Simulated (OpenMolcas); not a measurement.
## Re3+ in a point-charge field

Re3+ among 6 point charges of -1.7 e arranged as a tetragonal octahedron (D4h), 2.13 Å from the ion, with the axial distance 2.449 Å.
```
   2.1300    0.0000    0.0000  -1.70
   0.0000    2.1300    0.0000  -1.70
  -2.1300    0.0000    0.0000  -1.70
   0.0000   -2.1300    0.0000  -1.70
   0.0000    0.0000    2.4495  -1.70
   0.0000    0.0000   -2.4495  -1.70
```

- Program: OpenMolcas 26.06
- Method: SS-CASPT2, IPEA 0.25 Eh, imaginary shift 0.1 Eh (closed shells correlated: 5s 5p)
- Basis: ANO-RCC-VDZP [7s6p4d2f1g]
- Scalar Hamiltonian: DKH2, point nucleus
- Active space: 4 electrons in 5 orbitals (5d)
- State averaging: 2S+1 = 5 even, 5 roots; 2S+1 = 3 even, 45 roots; 2S+1 = 1 even, 50 roots
- Spin-orbit coupling: RASSI with atomic mean-field integrals over the reference wave functions

The lowest spin-free states (labels of D4, the rotations of D4h), above the lowest:

| State | Degeneracy | E (cm-1) | Free-ion L (%) |
| --- | --- | --- | --- |
| 5B1 | 1 | 0 | D (100) |
| 5A1 | 1 | 8980 | D (100) |
| 5B2 | 1 | 10540 | D (100) |
| 3E | 2 | 11510 | H (44) |
| 3A2 | 1 | 14490 | H (69) |
| 5E | 2 | 14610 | D (100) |
| 3B1 | 1 | 16810 | H (74) |
| 3A2 | 1 | 17510 | G (46) |
| 3B1 | 1 | 17750 | F (58) |
| 3A1 | 1 | 17820 | H (51) |
| 3E | 2 | 18020 | F (41) |
| 1A1 | 1 | 18810 | I (63) |
| 1E | 2 | 19320 | I (50) |
| 3E | 2 | 20780 | H (49) |
| 3B2 | 1 | 21470 | F (58) |
| 1B1 | 1 | 22010 | I (82) |
| 1B2 | 1 | 22400 | G (68) |
| 1A1 | 1 | 22600 | G (40) |
| 3E | 2 | 24340 | G (41) |
| 3A1 | 1 | 24870 | G (53) |

The lowest levels with spin-orbit coupling:

| E (cm-1) | Degeneracy | Label | 2S+1 | g |
| --- | --- | --- | --- | --- |
| 0 | 1 | A1 | 5 (71 %) |  |
| 1290 | 1 | A2 | 5 (86 %) |  |
| 2780 | 2 | E | 5 (89 %) | 0.00 0.00 2.23 |
| 3530 | 1 | B1 | 5 |  |
| 7850 | 1 | A1 | 5 (70 %) |  |
| 9190 | 2 | E | 5 (75 %) | 0.00 0.00 3.10 |
| 11400 | 1 | B2 | 5 (77 %) |  |
| 11570 | 1 | B1 | 5 (76 %) |  |
| 12030 | 2 | E | 5 (47 %) | 0.00 0.00 4.37 |
| 12690 | 1 | B2 | 5 (72 %) |  |
| 13090 | 1 | A1 | 3 (50 %) |  |
| 13650 | 1 | A1 | 5 (56 %) |  |
| 13660 | 1 | A2 | 5 (65 %) |  |
| 14360 | 1 | B2 | 3 (58 %) |  |
| 14630 | 2 | E | 3 (48 %) | 0.00 0.00 0.16 |
| 14660 | 1 | A2 | 3 (68 %) |  |
| 14980 | 1 | B1 | 3 (67 %) |  |
| 15950 | 1 | A1 | 5 (52 %) |  |
| 15960 | 2 | E | 3 (59 %) | 0.00 0.00 1.02 |
| 16200 | 2 | E | 5 (59 %) | 0.00 0.00 2.22 |

Powder χT (cm3 K/mol): 0.00222 at 2 K, 0.0111 at 10 K, 0.0554 at 50 K, 0.111 at 100 K, 0.222 at 200 K, 0.332 at 300 K. The effective moment at 300 K is 2.828 √(χT) = 1.63 μB.

Spin-orbit coupling mixes the spin-free states strongly: the lowest level takes only 57 % from its leading state, 5B1. This shell can be high or low spin here, a state of another spin lies low, and with metal d orbitals alone active their balance is uncertain, so the ground spin may be wrong. Point charges give a weaker field than real ligands, and real ions of this kind are as a rule low spin; the high spin found here belongs to the model. Free-ion shares, where given, are those of the reference states; single-state CASPT2 does not remix them. Point charges carry no covalency, so the field is a model and not that of real ligands. No measured value stands beside these numbers.

The CASPT2 steps took 7.1 s on 1 thread of AMD EPYC 9R45 96-Core Processor (Zen 5), on a shared host; the integral step is not counted.

With an even number of electrons the g values are those of a degenerate or nearly degenerate non-Kramers pair.
